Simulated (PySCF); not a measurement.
A PySCF script (with the pyscf-properties extension) for the NMR shieldings of `CC(C)N(c1ccccc1)C(C)C`, C12H19N, on a PBE0-D3(BJ)/def2-SVP geometry:

```python
import basis_set_exchange as bse
import numpy as np
from pyscf import gto, dft
from pyscf.prop import nmr

atoms = """
C    -1.756532   -1.978983   -0.394017
C    -0.918479   -1.343152    0.715246
C    -1.714410   -1.186678    2.008475
N    -0.285175   -0.094999    0.304116
C     1.014166   -0.118189   -0.185011
C     1.635498   -1.316799   -0.600947
C     2.948733   -1.331782   -1.061717
C     3.695989   -0.160286   -1.149138
C     3.095555    1.033803   -0.753023
C     1.790769    1.058216   -0.275160
C    -1.177180    1.047397    0.095448
C    -1.052346    2.143808    1.155134
C    -1.141489    1.594968   -1.329161
H    -2.615732   -1.342158   -0.659674
H    -2.156184   -2.954740   -0.077004
H    -1.158022   -2.130886   -1.304510
H    -0.094291   -2.030432    0.954570
H    -2.073728   -2.169931    2.347730
H    -2.599582   -0.543579    1.883931
H    -1.085762   -0.757479    2.802040
H     1.083487   -2.256282   -0.589418
H     3.385837   -2.284213   -1.373292
H     4.723963   -0.176476   -1.516403
H     3.657203    1.970709   -0.798533
H     1.376246    2.006865    0.059355
H    -2.188819    0.631309    0.221577
H    -1.882981    2.860295    1.057823
H    -1.088281    1.712515    2.165410
H    -0.116572    2.713910    1.069548
H    -0.180543    2.066540   -1.576778
H    -1.931106    2.350515   -1.459764
H    -1.311835    0.787412   -2.056142
"""
names = dict.fromkeys(["C", "N", "H"], "pcSseg-1")
basis = {el: gto.basis.parse(bse.get_basis(n, elements=[el], fmt="nwchem")) for el, n in names.items()}
mol = gto.M(atom=atoms, basis=basis, charge=0, verbose=0)
mf = dft.RKS(mol, xc="PBE0")
mf.grids.level = 2
mf.grids.alignment = dft.numint.BLKSIZE   # the property module wants whole blocks of grid points
mf.conv_tol = 1e-9
mf.kernel()

calc = nmr.RKS(mf)   # GIAO
C = mf.mo_coeff
Co = C[:, mf.mo_occ > 0]
resp = mf.gen_response(singlet=True, hermi=2)
def vind(x):   # induced exchange potential for any number of trial vectors
    d = np.einsum("pi,xij,qj->xpq", C, 2 * x.reshape(-1, C.shape[1], Co.shape[1]), Co, optimize=True)
    return np.einsum("xpq,pi,qj->xij", resp(d - d.transpose(0, 2, 1)), C, Co, optimize=True).ravel()
mo1, _ = nmr.rhf.solve_mo1(calc, with_cphf=vind)
sigma = calc.kernel(mo1)
for i, s in enumerate(sigma):   # ppm
    print("%2d %-2s %9.2f" % (i, mol.atom_pure_symbol(i), np.trace(s) / 3))
```

Task: What does it print?

Result: 
```
 0 C     167.09
 1 C     133.88
 2 C     160.98
 3 N     162.45
 4 C      31.80
 5 C      66.22
 6 C      49.38
 7 C      63.29
 8 C      50.85
 9 C      62.86
10 C     138.83
11 C     157.94
12 C     165.13
13 H      30.16
14 H      30.49
15 H      29.89
16 H      27.58
17 H      30.22
18 H      29.96
19 H      29.91
20 H      24.61
21 H      23.99
22 H      24.53
23 H      24.05
24 H      24.32
25 H      28.04
26 H      30.23
27 H      29.87
28 H      29.37
29 H      29.16
30 H      30.38
31 H      30.69
```

These numbers come from an equivalent density-fitted implementation of the same equations, which agrees with the script to about 0.01 ppm for H and up to a few tenths of a ppm for heavy atoms, so last digits may differ.

Task: Turn these shieldings into chemical shifts. Referencing at the same level of theory: TMS for $^{13}$C (184.41 ppm) and $^{1}$H (31.27 ppm); $^{15}$N (265.67 ppm) against NH3.

Result: Averaging equivalent atoms: C 4: 152.6; C 6/8: 134.3; C 7: 121.1; C 5/9: 119.9; C 1/10: 48.1; C 0/2/11/12: 21.6; N 3: 103.2; H 21/23: 7.25; H 20/24: 6.80; H 22: 6.73; H 16/25: 3.46; H 13/14/15/17/18/19/26/27/28/29/30/31: 1.24 ppm. Experimental scales use liquid or dissolved standards, which lie at an offset from isolated NH3 (liquid NH3: subtract about 20 ppm).

Size and cost of the density-fitted run: 316 basis functions; peak memory 2.4 GiB.
